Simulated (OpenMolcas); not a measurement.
# Fe V: effect of the IPEA shift

```json
{
 "Program": "OpenMolcas 26.06",
 "Basis": "ANO-RCC-VTZP [6s5p3d2f1g]",
 "Scalar Hamiltonian": "DKH2, point nucleus",
 "Active space": "4 electrons in 5 orbitals (3d)",
 "State averaging": "2S+1 = 5 even, 5 roots; 2S+1 = 3 even, 45 roots; 2S+1 = 1 even, 50 roots",
 "Spin-orbit coupling": "RASSI with atomic mean-field integrals over the reference wave functions, term energies averaged over their components"
}
```

Methods on the same reference wave functions:
A. CASSCF
B. MS-CASPT2, IPEA 0 Eh, imaginary shift 0.1 Eh (closed shells correlated: 3s 3p)
C. MS-CASPT2, IPEA 0.25 Eh, imaginary shift 0.1 Eh (closed shells correlated: 3s 3p)

Energies in cm-1 above 3d4 5D0, the measured ground level; measured values from Corliss and Sugar, J. Phys. Chem. Ref. Data 11, 135 (1982).

```
     Level      A      B      C  Measured
   3d4 5D0    0.0    0.0    0.0       0.0
   3d4 5D1    151    155    154       142
   3d4 5D2    446    453    452       417
   3d4 5D3    869    878    877       803
   3d4 5D4   1406   1412   1411      1283
   3d4 3H4  27122  25050  25410     24932
   3d4 3H5  27439  25390  25740     25226
   3d4 3H6  27790  25760  26110     25528
3d4 3P0(1)  28975  24010  24570     24055
3d4 3P1(1)  29866  24930  25490     24973
3d4 3F2(1)  31244  26790  27360     26761
3d4 3F3(1)  31322  26890  27460     26842
3d4 3P2(1)  31430  26490  27050     26468
3d4 3F4(1)  31480  27050  27620     26974
   3d4 3G3  34217  30110  30570     29817
   3d4 3G4  34593  30500  30960     30147
   3d4 3G5  34885  30820  31270     30430
   3d4 1I6  40856  38390  38540     37512
3d4 1G4(1)  43141  37730  38090     36586
   3d4 3D3  44116  37080  37720     36630
   3d4 3D2  44235  37210  37850     36758
   3d4 3D1  44379  37340  37990     36925
3d4 1S0(1)  50007  40340  41110     39633
3d4 1D2(1)  53408  47790  48030     46291
```

Deviations, from unrounded energies. A percentage is the sum of absolute deviations over the sum of measured energies, with the sign that they share, or ± where signs differ.

```json
{"Against measurement": "mean absolute deviation (cm-1)", "Levels": "23", "A": "4300", "B": "330", "C": "730"}
{"Against measurement": "fine structure of the ground term (%)", "Levels": "4", "A": "+8.6", "B": "+9.5", "C": "+9.4"}
{"Against measurement": "other terms of the ground configuration (%)", "Levels": "19", "A": "+16.5", "B": "±1.2", "C": "+2.8"}
```

B lies closest to measurement on these levels and A furthest from it. The largest miss of B in the table is 3d4 1D2(1), by +1500 cm-1. The ranking rests on the paired levels alone, and a cruder setting can come out closer through cancelling errors.

Between B and C the level of the table that moves most is 3d4 1S0(1), by 780 cm-1 (lowest in B, highest in C). Moves below CASPT2's spread within the term are not significant.

The mean deviations of B to C differ by less than CASPT2's widest spread within a term (1100 cm-1), so their order carries little weight.

From A to B the spin-free energies of the other terms of 3d4 shown, above 5D, scale by factors of 0.80 to 0.94, as is usual when dynamic correlation screens the repulsion within a d or f shell.

The lowest spin-free term lies below A's lowest term by 0.338 hartree in B, 0.331 hartree in C.

CASPT2 does not keep the components of a term degenerate, so their means are used; among the terms shown or strongly mixed into the levels shown the widest spread is 1100 cm-1 (3d4 1I, C). The CASPT2 spread within a term exceeds the gap to the next term for 3d4 3D and 3d4 1G(1), so the order of their levels is uncertain (figures for B; the like holds for C). Without dynamic correlation excited terms often stand tens of per cent too high (terms of higher spin than the ground term too low), and those without a measured partner can miss by more than the paired ones (holds for A). Computed and measured levels are paired by configuration, term and J; levels that our copy of the source lacks, or whose pairing is in doubt (as where it misses far off the trend of its configuration), stay unpaired and out of the deviations. Only configurations of the active space appear. Levels that lie high or do not pair safely by name in every column are left out.

A number in round brackets counts repeated terms of one configuration in the order of the reference energies.
